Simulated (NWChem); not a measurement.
Molecule: C$_{4}$H$_{5}$FO; SMILES O=CC/C=C/F

```xyz
11

O     -0.6408     2.7173    -0.2233
C     -0.0730     1.8368     0.3853
C      0.7490     0.7285    -0.2646
C      0.4473    -0.6259     0.3101
C     -0.1277    -1.6090    -0.3992
F     -0.4094    -2.8091     0.1294
H     -0.1144     1.7820     1.5180
H      1.8189     0.9894    -0.0810
H      0.5799     0.7761    -1.3591
H      0.6824    -0.8216     1.3701
H     -0.4107    -1.5349    -1.4641
```
Atoms are numbered in this order, from 1.

Program: NWChem. Pople sets run with spherical d functions. Coordinates come from a PBE-D3(BJ)/def2-SVP optimisation. B3LYP is NWChem's, with the RPA form of VWN correlation. Level: B3LYP/6-31G* with COSMO at NWChem's default radii, gas-phase geometry; the question gives the dielectric constant.

### Question
What does the run give for dielectric constant 11.7? Quantities: electrostatic solvation energy (kcal/mol); dipole in solution (D).

### Answer
* **electrostatic solvation energy (kcal/mol)**: -5.3
* **dipole in solution (D)**: 2.33
